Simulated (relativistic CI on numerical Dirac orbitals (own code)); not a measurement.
# Mo⁴⁺: 4p photoemission

Computed with this model: Dirac-Coulomb-Breit CI, separate exchange-only KLI orbitals for each configuration, QED by a radiative potential, multiplet model of photoemission in the sudden approximation, unscaled Slater integrals; configurations [Kr] 4d2 → [Ar] 3d10 4s2 4p5 4d2; 80 K; Lorentzian 1.68 eV and Gaussian 0.6 eV FWHM. Energies are those of the free ion, without screening or charge transfer. The energies are binding energies and can lie tens of eV above those of solids. S is read from ⟨S²⟩ = S(S + 1).

Field parameters in Wybourne normalisation: Oh B⁴₀ = 21Dq, B⁴₄ = √(5/14) B⁴₀. The field is a parameter set, without covalency.

free ion: ground-state S = 0.99, centroid 92.97 eV. Peaks (eV, height): 88.6 (50), 90.6 (100), 102.2 (16), 108.2 (16).

Oh, 10Dq = 7250 cm⁻¹: ground-state S = 1.00, centroid 92.99 eV. Peaks (eV, height): 90.8 (100), 102.8 (14), 108.4 (13).

Oh, 10Dq = 20000 cm⁻¹: ground-state S = 1.00, centroid 93.00 eV. Peaks (eV, height): 90.6 (100), 104.2 (11), 108.8 (11).

Strongest unbroadened transitions for Oh, 10Dq = 20000 cm⁻¹:

```
Energy (eV)  Relative strength
      88.51              100.0
      88.55               40.0
      88.56               72.8
      89.98               46.9
      90.08               24.5
      90.09               50.1
      90.46               66.1
      90.68               77.8
      90.78               34.9
      90.79               42.6
      90.98               81.9
      91.90               27.4
      92.20               22.2
      92.29               40.1
      92.52               49.6
      93.62               32.6
     104.03               24.4
     108.76               35.1
```
